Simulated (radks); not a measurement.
Results of a calculation; reference values are marked as such.
Li II, configuration 1s1.75 2p0.25 (fractional occupations, a model configuration).

Level of theory: scalar-relativistic Kohn-Sham, MS2 meta-GGA, spin-unpolarised, spherical densities, finite nucleus; meta-GGA in the generalised Kohn-Sham scheme; Fermi nuclear charge, rms radius 2.444 fm (a radial shooting solver on a logarithmic mesh with Libxc functionals).

Energy parts (eV):
part                    energy
total                 -183.603
kinetic                182.603
electron-nucleus      -401.045
Hartree                 75.409
exchange-correlation   -40.569

Orbitals (lengths in bohr, moments of r in powers of bohr; r(90%) holds 90 % of the orbital's charge):
1s: occ. 1.75; eigenvalue (eV) -68.1428; <r^4> 0.4858; <1/r> 2.751; r(90%) 1.01; <r^2> 0.4255
2p: occ. 0.25; eigenvalue (eV) -6.5530; <r^4> 308.7; <1/r> 0.3966; r(90%) 5.23; <r^2> 12.69

The highest occupied level is 2p at -6.553 eV. The electron density at the nucleus is 12.71 e/bohr^3 (large components only). Summed over all electrons, <r^2> = 3.917 bohr^2, which gives a Langevin (diamagnetic) susceptibility term of -3.1 x 10^-6 cm^3/mol. The density falls to 0.001 e/bohr^3 at r = 2.44 bohr.
